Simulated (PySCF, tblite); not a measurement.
Isomers of C5H8F2O2. Computed with GFN2-xTB (tblite): harmonic, unscaled wavenumbers at the GFN2-xTB geometry, gas phase. This tight-binding method is rough: wavenumbers can miss measured ones by several per cent, in bad cases by 10 to 20. One conformer each.

Electronic energies: PBE0/pcSseg-1 single points on the GFN2-xTB geometries (PySCF, gas phase).

```json
{"SMILES": "CC[C@@H]1O[C@@H]1OC(F)F", "electronic energy, lowest = 0 (kcal/mol)": "0.0"}
{"SMILES": "OC[C@@H]1[C@@H](F)O[C@@H]1CF", "electronic energy, lowest = 0 (kcal/mol)": "8.2"}
{"SMILES": "CCO[C@@H](F)[C@@H]1O[C@H]1F", "electronic energy, lowest = 0 (kcal/mol)": "9.9"}
```

Task: How do GFN2-xTB zero-point energies change the relative energies?

Result: 
```tsv
SMILES	ZPE (kcal/mol)	of it from modes above 1550 cm⁻¹	electronic (kcal/mol)	with ZPE, lowest = 0 (kcal/mol)	lowest mode (cm⁻¹)	rings
CC[C@@H]1O[C@@H]1OC(F)F	80.6	34.3	0.0	0.0	39	1
OC[C@@H]1[C@@H](F)O[C@@H]1CF	80.7	34.6	8.2	8.3	45	1
CCO[C@@H](F)[C@@H]1O[C@H]1F	80.0	34.1	9.9	9.3	30	1
```

The zero-point energies span 0.7 kcal/mol, from `CCO[C@@H](F)[C@@H]1O[C@H]1F` to `OC[C@@H]1[C@@H](F)O[C@@H]1CF`. The order is unchanged.

Task: And how do the electronic energies of GFN2-xTB itself compare?

Result: `CC[C@@H]1O[C@@H]1OC(F)F` 0.0; `OC[C@@H]1[C@@H](F)O[C@@H]1CF` 8.2; `CCO[C@@H](F)[C@@H]1O[C@H]1F` 8.6 kcal/mol, lowest = 0. Against the energies above, taken from the same isomer `CC[C@@H]1O[C@@H]1OC(F)F`, the largest difference is 1.3 kcal/mol.

Task: What do entropy and thermal enthalpy add at 298.15 K and 1 bar (rigid rotor, harmonic oscillator, one conformer each)?

Result: 
```
                      SMILES  point group  symmetry number  S (cal/(mol K))  H − H(0) (kcal/mol)  ZPE + H − H(0) − TS (kcal/mol)
     CC[C@@H]1O[C@@H]1OC(F)F           C1                1             99.7                 6.58                            57.5
OC[C@@H]1[C@@H](F)O[C@@H]1CF           C1                1             96.7                 6.42                            58.3
 CCO[C@@H](F)[C@@H]1O[C@H]1F           C1                1             99.8                 6.70                            56.9
```
